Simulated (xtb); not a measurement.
xtb input:

```bash
xtb mol.xyz --gfn 2 --ohess tight --chrg 0 --uhf 0
```
mol.xyz:
```
15

C     -1.52465302    -1.58129910    -1.49569848
O     -0.77811022    -1.35924215    -0.32018436
Si     0.00447429     0.04505813     0.03315051
S     -1.47726998     1.63696222    -0.13295601
S      0.83879698    -0.20353383     2.01101172
O      1.24840136     0.36439437    -0.93057649
C      2.41174781    -0.38456053    -1.11913477
H     -0.93091765    -1.32447505    -2.36021625
H     -1.79459061    -2.63800219    -1.53451286
H     -2.50629889    -0.99495214    -1.48697815
H     -0.61377938     2.61158181     0.12431943
H     -0.34189809    -0.47565732     2.59073816
H      2.95496425    -0.04852504    -1.92715135
H      3.04563751    -0.28150856    -0.22925492
H      2.13265936    -1.44151434    -1.19134972
```

Task: Predict the final energy.

Result: -24.84170 Eh (GFN2-xTB).
